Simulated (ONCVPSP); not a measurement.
## Which change was made? (Be, ONCV)

beryllium, optimised norm-conserving Vanderbilt (ONCV), made with ONCVPSP 4.0.1 (PBE, scalar-relativistic). Core none, reference 1s2 2s0.5 (charge +1.5). Waves: 1s+2s: rc 0.75 bohr, ncon 4, nbas 7, qcut 17.5 1/bohr, 2 projectors; p scattering state at 0.04 Ha: rc 0.60 bohr, ncon 4, nbas 8, qcut 13.1 1/bohr, 2 projectors, debl 2.3 Ha. Local part: polynomial inside 0.60 bohr (lpopt 5, dvloc0 0 Ha). Core correction: none.

Cutoffs, loose and tight: the cutoffs (Ha) at which the residual kinetic energy of the hardest occupied pseudo-wave falls to 1 and 0.1 mHa per electron. They do not see the model core or the augmentation charge, which bear on the density cutoff. Test errors are all-electron minus pseudo excitation energies from the reference, over the configurations 1s2 2s2; 1s2 2s1; 1s2 2s0; 1s2 2s0 2p2; variants that change the core or the reference have their own tests.

The base gives: outcome: generated; cutoff, loose: 103 Ha; cutoff, tight: 122 Ha; bound ghosts: none; GHOST(+) flags above zero: none; largest test error (meV): +1.0.

(1) After one change the result is: outcome: generated; cutoff, loose: 140 Ha; cutoff, tight: 341 Ha; bound ghosts: none; GHOST(+) flags above zero: none; largest test error (meV): +0.4. Which change was it?
A. s: rc 1.1
B. s: rc 0.98
C. s: rc 0.54; local potential polynomial inside 0.54 bohr (lpopt 5, dvloc0 0 Ha)

## Answers

(1) C. The others give: s: rc 0.98 → outcome: generated; cutoff, loose: 85 Ha; cutoff, tight: 102 Ha; bound ghosts: none; GHOST(+) flags above zero: none; largest test error (meV): +1.4 | s: rc 1.1 → outcome: generated; cutoff, loose: 67 Ha; cutoff, tight: 80 Ha; bound ghosts: none; GHOST(+) flags above zero: none; largest test error (meV): +1.9.
